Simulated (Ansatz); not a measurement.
`[SiH3][S][SbH][SiH3]`. Total charge 0; spin multiplicity 1. Correlated methods include outer-core shells of Sb, which these sets cover unevenly. Sb: def2 effective core potential.

| atom | x (Å) | y (Å) | z (Å) |
| --- | --- | --- | --- |
| Si1 | -0.0032 | 0.7994 | 2.5257 |
| S2 | 1.1004 | 0.4951 | 0.7293 |
| Sb3 | -0.7738 | 0.7446 | -0.8163 |
| Si4 | -0.0132 | -1.3093 | -2.1729 |
| H5 | -1.0899 | -0.2048 | 2.6713 |
| H6 | 0.9642 | 0.6512 | 3.6420 |
| H7 | -0.6136 | 2.1542 | 2.5648 |
| H8 | 0.0743 | 1.8000 | -1.8633 |
| H9 | 1.4525 | -1.2710 | -2.4042 |
| H10 | -0.3697 | -2.5252 | -1.3983 |
| H11 | -0.7279 | -1.3341 | -3.4781 |

Give the diagnostics of a CCSD(T)/def2-TZVPP run (frozen core, Ansatz). (An estimate is asked.)

Ansatz gave: T1 = 0.0131, largest single amplitude 0.020, largest double 0.034, (T) share of the correlation energy 3.6 %, 10 CCSD cycles. The RHF solution is stable towards an unrestricted one. T1 lies under the customary mark of 0.02 for closed shells.
